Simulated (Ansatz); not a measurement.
Born–Oppenheimer molecular dynamics of H7NOSi2 (11 atoms, charge 0, multiplicity 1). It starts from a relaxed structure.

Computed with Ansatz, RKS B3LYP-D4/def2-SVP.

```json
{
 "ensemble": "NVT, Langevin thermostat",
 "time step": "0.5 fs",
 "steps asked": "150",
 "set temperature": "500 K",
 "friction": "0.02 /fs",
 "seed": "332575"
}
```

Frames 2.5 fs apart, positions in Å, forces in eV/Å.

Velocities at 20 fs (Å/ps):

```
Si -0.89 9.72 0.31
N -4.62 2.41 -3.12
H 2.90 20.14 7.12
H 12.18 -11.40 -0.17
O 0.13 -1.33 -2.81
Si -3.50 -4.41 3.36
H -10.01 8.23 29.16
H -17.30 -1.85 -6.27
H 25.83 -6.36 -16.46
H -1.35 -0.99 -7.01
H -16.10 18.16 -12.72
```

```xyz
11
Properties=species:S:1:pos:R:3:forces:R:3 time_fs=20 energy_less_start_eV=0.346 T=309
Si -0.147 0.229 0.026 2.17 -0.48 1.08
N -0.021 -0.044 1.752 0.40 0.86 -0.05
H -0.184 -0.899 2.296 0.22 0.54 -0.32
H 0.531 0.704 2.243 -0.78 -1.31 -0.36
O 1.224 -0.393 -0.802 -1.09 0.60 0.25
Si 2.468 -1.496 -0.822 -0.47 0.76 0.52
H 1.838 -2.795 -0.815 -0.19 -1.06 -0.13
H 3.321 -1.317 -2.009 0.13 0.09 -0.23
H 3.289 -1.401 0.416 0.15 0.09 0.02
H -0.165 1.671 -0.073 0.34 0.86 -0.20
H -1.407 -0.161 -0.515 -0.87 -0.96 -0.57
11
Properties=species:S:1:pos:R:3:forces:R:3 time_fs=22.5 energy_less_start_eV=0.272 T=303
Si -0.148 0.253 0.028 1.30 -1.15 0.34
N -0.030 -0.036 1.746 -0.03 0.77 -0.93
H -0.191 -0.859 2.291 -0.13 -0.60 0.11
H 0.528 0.644 2.252 0.00 -0.04 0.13
O 1.222 -0.396 -0.809 -1.35 0.84 0.56
Si 2.457 -1.506 -0.814 -0.46 0.56 0.19
H 1.799 -2.806 -0.756 -0.01 -0.78 -0.15
H 3.271 -1.301 -2.035 0.06 -0.09 -0.12
H 3.348 -1.412 0.372 0.09 0.13 0.10
H -0.166 1.689 -0.087 0.37 0.93 -0.17
H -1.452 -0.152 -0.552 0.16 -0.58 -0.06
11
Properties=species:S:1:pos:R:3:forces:R:3 time_fs=25 energy_less_start_eV=0.263 T=297
Si -0.149 0.272 0.027 0.84 -0.63 -0.04
N -0.041 -0.030 1.741 -0.35 0.37 -1.14
H -0.208 -0.856 2.273 -0.26 -0.83 0.09
H 0.523 0.598 2.277 0.43 0.58 0.36
O 1.217 -0.393 -0.813 -1.42 0.91 0.77
Si 2.444 -1.511 -0.809 -0.49 -0.02 -0.14
H 1.752 -2.850 -0.712 0.44 0.06 -0.16
H 3.210 -1.274 -2.075 -0.07 -0.29 0.12
H 3.422 -1.405 0.321 -0.15 0.10 0.03
H -0.158 1.751 -0.086 0.33 0.03 -0.12
H -1.476 -0.163 -0.579 0.70 -0.28 0.23
11
Properties=species:S:1:pos:R:3:forces:R:3 time_fs=27.5 energy_less_start_eV=0.307 T=280
Si -0.153 0.290 0.028 0.98 -0.29 -0.19
N -0.051 -0.031 1.735 0.15 -0.07 0.56
H -0.233 -0.899 2.256 -0.03 0.35 -0.65
H 0.552 0.564 2.322 -0.38 -0.21 -0.51
O 1.206 -0.389 -0.815 -1.28 0.78 0.90
Si 2.432 -1.516 -0.804 -0.50 -0.15 -0.20
H 1.722 -2.888 -0.679 0.72 0.60 -0.18
H 3.149 -1.239 -2.100 -0.08 -0.47 0.20
H 3.493 -1.392 0.278 -0.50 0.03 -0.13
H -0.113 1.799 -0.067 0.19 -0.49 -0.13
H -1.465 -0.175 -0.602 0.72 -0.09 0.33
11
Properties=species:S:1:pos:R:3:forces:R:3 time_fs=30 energy_less_start_eV=0.299 T=357
Si -0.150 0.307 0.032 1.65 0.05 -0.16
N -0.054 -0.036 1.724 0.08 -0.78 1.33
H -0.262 -0.945 2.206 0.15 1.09 -0.91
H 0.568 0.512 2.349 -0.55 -0.31 -0.73
O 1.190 -0.389 -0.817 -1.02 0.55 0.94
Si 2.417 -1.522 -0.802 -0.33 0.27 -0.21
H 1.750 -2.895 -0.661 0.55 0.45 -0.13
H 3.091 -1.228 -2.105 0.04 -0.52 0.01
H 3.538 -1.375 0.227 -0.66 0.00 -0.10
H -0.056 1.823 -0.049 0.06 -0.61 -0.13
H -1.407 -0.159 -0.603 0.03 -0.19 0.09
11
Properties=species:S:1:pos:R:3:forces:R:3 time_fs=32.5 energy_less_start_eV=0.243 T=424
Si -0.139 0.323 0.036 2.12 0.43 -0.12
N -0.056 -0.045 1.713 -0.37 0.08 -0.20
H -0.299 -0.932 2.108 -0.24 -0.62 0.12
H 0.565 0.439 2.340 0.24 0.39 0.12
O 1.171 -0.389 -0.816 -0.45 0.12 0.86
Si 2.405 -1.535 -0.807 -0.52 1.05 -0.20
H 1.818 -2.898 -0.639 0.15 -0.02 -0.06
H 3.025 -1.242 -2.110 0.24 -0.49 -0.38
H 3.539 -1.346 0.172 -0.45 0.02 0.15
H -0.015 1.842 -0.029 0.00 -0.66 -0.15
H -1.335 -0.151 -0.621 -0.73 -0.31 -0.14
11
Properties=species:S:1:pos:R:3:forces:R:3 time_fs=35 energy_less_start_eV=0.267 T=470
Si -0.119 0.336 0.042 1.41 0.15 -0.69
N -0.059 -0.046 1.701 -0.36 0.33 -0.12
H -0.339 -0.947 2.011 -0.32 -1.01 0.44
H 0.581 0.376 2.350 0.26 0.33 0.20
O 1.148 -0.394 -0.813 0.42 -0.44 0.68
Si 2.396 -1.550 -0.810 -1.04 1.93 -0.76
H 1.881 -2.897 -0.656 -0.26 -0.71 0.14
H 2.958 -1.282 -2.134 0.37 -0.40 -0.55
H 3.515 -1.320 0.111 0.11 0.11 0.64
H 0.017 1.827 -0.030 0.00 -0.22 -0.15
H -1.298 -0.166 -0.666 -0.58 -0.07 0.16
11
Properties=species:S:1:pos:R:3:forces:R:3 time_fs=37.5 energy_less_start_eV=0.315 T=535
Si -0.094 0.348 0.052 0.29 -0.06 -1.49
N -0.062 -0.041 1.688 -0.27 -1.37 1.97
H -0.386 -0.995 1.951 0.36 0.97 -0.06
H 0.608 0.321 2.388 -0.56 -0.15 -0.66
O 1.123 -0.401 -0.805 1.42 -1.08 0.28
Si 2.386 -1.561 -0.814 -1.38 1.88 -1.20
H 1.930 -2.937 -0.680 -0.35 -0.58 0.31
H 2.909 -1.379 -2.178 0.31 -0.21 -0.32
H 3.495 -1.286 0.087 0.33 0.16 0.74
H 0.057 1.814 -0.036 0.03 0.21 -0.14
H -1.285 -0.170 -0.701 -0.18 0.24 0.56
11
Properties=species:S:1:pos:R:3:forces:R:3 time_fs=40 energy_less_start_eV=0.362 T=539
Si -0.064 0.358 0.063 -0.80 0.41 -2.00
N -0.065 -0.041 1.680 -0.74 -1.96 1.98
H -0.409 -1.011 1.878 0.44 1.16 0.08
H 0.612 0.253 2.382 -0.15 0.07 -0.20
O 1.104 -0.410 -0.795 2.24 -1.67 -0.27
Si 2.375 -1.569 -0.819 -0.85 1.33 -1.36
H 1.951 -2.998 -0.699 -0.19 0.18 0.41
H 2.895 -1.483 -2.244 0.02 -0.01 0.50
H 3.490 -1.224 0.115 -0.21 -0.07 0.14
H 0.111 1.823 -0.046 0.04 0.15 -0.08
H -1.296 -0.146 -0.700 0.21 0.41 0.79
11
Properties=species:S:1:pos:R:3:forces:R:3 time_fs=42.5 energy_less_start_eV=0.397 T=368
Si -0.035 0.364 0.068 -1.44 1.19 -1.83
N -0.071 -0.048 1.675 -0.20 -0.11 1.45
H -0.409 -0.972 1.835 -0.41 -0.91 0.48
H 0.615 0.195 2.370 0.26 0.29 0.20
O 1.095 -0.424 -0.786 2.47 -1.91 -0.73
Si 2.360 -1.574 -0.829 -0.04 1.03 -1.14
H 1.964 -3.025 -0.708 -0.19 0.41 0.50
H 2.888 -1.566 -2.281 -0.12 0.20 0.86
H 3.487 -1.167 0.141 -0.69 -0.34 -0.40
H 0.174 1.845 -0.060 0.01 -0.22 0.00
H -1.320 -0.097 -0.634 0.36 0.39 0.62
11
Properties=species:S:1:pos:R:3:forces:R:3 time_fs=45 energy_less_start_eV=0.282 T=343
Si -0.016 0.374 0.067 -1.26 1.34 -1.29
N -0.079 -0.056 1.676 0.27 0.04 1.70
H -0.450 -0.970 1.841 -0.38 -0.70 0.38
H 0.638 0.157 2.367 -0.10 0.11 -0.12
O 1.095 -0.443 -0.786 1.95 -1.55 -0.83
Si 2.344 -1.575 -0.838 0.26 0.80 -0.68
H 1.963 -3.006 -0.693 -0.33 0.04 0.56
H 2.873 -1.632 -2.257 0.00 0.36 0.41
H 3.456 -1.159 0.137 -0.58 -0.31 -0.40
H 0.236 1.855 -0.073 0.00 -0.38 0.06
H -1.328 -0.031 -0.554 0.15 0.22 0.22
11
Properties=species:S:1:pos:R:3:forces:R:3 time_fs=47.5 energy_less_start_eV=0.245 T=431
Si -0.001 0.388 0.070 -0.52 0.67 -0.73
N -0.084 -0.067 1.684 0.12 -1.83 2.43
H -0.505 -1.034 1.856 0.78 1.79 -0.11
H 0.694 0.117 2.355 -0.87 -0.24 -0.65
O 1.101 -0.464 -0.790 0.91 -0.68 -0.64
Si 2.335 -1.573 -0.847 -0.01 0.34 -0.11
H 1.939 -2.975 -0.649 -0.38 -0.29 0.52
H 2.865 -1.666 -2.208 0.30 0.35 -0.48
H 3.403 -1.174 0.116 0.00 -0.08 0.03
H 0.280 1.841 -0.076 0.12 -0.02 0.07
H -1.320 0.043 -0.458 -0.44 -0.01 -0.33
```

Of the whole run (75 fs, mean temperature of the second half 386 K): The mean temperature of the second half is 23 % below the set value. A run of 0.075 ps of so small a system gives no equilibrium averages.

The run took 4.1 min on 2 threads of Arm Neoverse V2 (shared host), peak memory 0.2 GiB.
